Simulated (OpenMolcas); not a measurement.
Ag2+ (d9) among equal point charges was computed by CASSCF with the d shell active (OpenMolcas, ANO-RCC-VTZP on the metal). Its lowest spin-free states, and all those of the highest spin:

| 2S+1 | Degeneracy | E (cm-1) |
| --- | --- | --- |
| 2 | 2 | 0.0 |
| 2 | 3 | 6795 |

Is the site octahedral, tetrahedral or cube-like, axial, or of lower symmetry?

The states with 2S+1 = 2 have orbital degeneracies 2, 3. Threefold states need a cubic site. For d9 at this spin an octahedron puts the twofold E below the threefold T2 and a tetrahedron or cube puts the threefold T2 below the twofold E, so the site is octahedral. The first gap at this spin, 6790 cm-1, is |10Dq| in ligand-field theory. The run had Ag2+ among 6 point charges of -1.7 e arranged as an octahedron (Oh), 1.97 Å from the ion.

An orbital doublet at a regular site is open to a Jahn-Teller distortion, which this geometry leaves out. This is an electrostatic model: the charges have no orbitals. No measured value stands beside these numbers.
